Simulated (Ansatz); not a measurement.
Sn₃F₆⁺, that is cyclo-(SnF2)3 with one electron fewer. Charge 1, multiplicity 2. Geometry PBE-D4/def2-SVP, that of the neutral singlet; atoms count from 1.

Cartesian coordinates in Å:
```
Sn 0.804 1.774 -0.505
F -0.197 1.379 1.418
F -1.326 1.270 -0.764
Sn -1.785 -0.068 0.926
F -0.060 -1.323 1.483
F -1.188 -1.432 -0.699
Sn 0.981 -1.705 -0.421
F 0.822 -0.002 -1.810
F 1.950 0.108 0.371
```

In the def2 sets Sn takes a core potential; there is no spin–orbit coupling.

**Question.** Estimate the Mulliken populations from the PBE0/def2-SVP orbitals of Ansatz.

**Answer.** 
```json
{"atom": "Sn1", "charge (e)": "1.26", "spin (α − β)": "0.32"}
{"atom": "F2", "charge (e)": "-0.41", "spin (α − β)": "0.09"}
{"atom": "F3", "charge (e)": "-0.41", "spin (α − β)": "0.09"}
{"atom": "Sn4", "charge (e)": "1.14", "spin (α − β)": "0.14"}
{"atom": "F5", "charge (e)": "-0.45", "spin (α − β)": "0.02"}
{"atom": "F6", "charge (e)": "-0.45", "spin (α − β)": "0.02"}
{"atom": "Sn7", "charge (e)": "1.14", "spin (α − β)": "0.14"}
{"atom": "F8", "charge (e)": "-0.41", "spin (α − β)": "0.09"}
{"atom": "F9", "charge (e)": "-0.41", "spin (α − β)": "0.09"}
```
Mulliken values and Mayer orders depend strongly on the basis.

**Question.** Where does the spin sit?

**Answer.** Summed by element: Sn 0.60, F 0.40, of 1 unpaired in all. Largest on single atoms: Sn1 0.32, Sn7 0.14, Sn4 0.14.

**Question.** And the Mayer bond orders between bonded heavy atoms (over 0.3)?

**Answer.** Sn1–F2 0.48 (2.20 Å); Sn1–F3 0.48 (2.20 Å); Sn1–F8 0.48 (2.20 Å); Sn1–F9 0.48 (2.20 Å); F2–Sn4 0.41 (2.20 Å); F3–Sn4 0.41 (2.20 Å); Sn4–F5 0.44 (2.20 Å); Sn4–F6 0.44 (2.20 Å); F5–Sn7 0.44 (2.20 Å); F6–Sn7 0.44 (2.20 Å); Sn7–F8 0.40 (2.20 Å); Sn7–F9 0.41 (2.20 Å).
